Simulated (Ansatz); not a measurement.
One change: `CN[SiH](N)S` becomes `CN[SiH](C)N`.

Ansatz, PBE0-D4/def2-TZVP geometries, multiplicity 1. Each molecule was computed in one conformer, which needn't be the lowest.

```json
{"property": "HOMO–LUMO gap (ωB97M-V/def2-TZVPP) / eV", "`CN[SiH](N)S`": "11.29"}
{"property": "size of the dipole moment (PBE/def2-TZVPP) / D", "`CN[SiH](N)S`": "1.66"}
{"property": "size of the dipole moment (B3LYP/def2-TZVPP) / D", "`CN[SiH](N)S`": "1.65"}
{"property": "HOMO energy (PBE0/def2-TZVPP) / eV", "`CN[SiH](N)S`": "-6.74"}
{"property": "HOMO energy (ωB97M-V/def2-TZVPP) / eV", "`CN[SiH](N)S`": "-9.00"}
{"property": "LUMO energy (ωB97M-V/def2-TZVPP) / eV", "`CN[SiH](N)S`": "2.29"}
```

Question: Give the same properties after the change, and the shifts. (Estimate.)

Answer: Ansatz gave: 
```tsv
property	`CN[SiH](C)N`	shift
HOMO–LUMO gap (ωB97M-V/def2-TZVPP) / eV	11.22	-0.07
size of the dipole moment (PBE/def2-TZVPP) / D	0.49	-1.17
size of the dipole moment (B3LYP/def2-TZVPP) / D	0.44	-1.21
HOMO energy (PBE0/def2-TZVPP) / eV	-6.50	0.24
HOMO energy (ωB97M-V/def2-TZVPP) / eV	-8.85	0.15
LUMO energy (ωB97M-V/def2-TZVPP) / eV	2.37	0.08
```

With PBE0 the HOMO rises by 0.24 eV and the LUMO rises by 0.34 eV, so the gap widens by about 0.10 eV. PBE moves the HOMO by 0.29 eV and ωB97M-V by 0.15 eV. Dipoles are sizes alone; their direction can turn.

B3LYP here is the variant with VWN-RPA as its local correlation; programs differ in this.
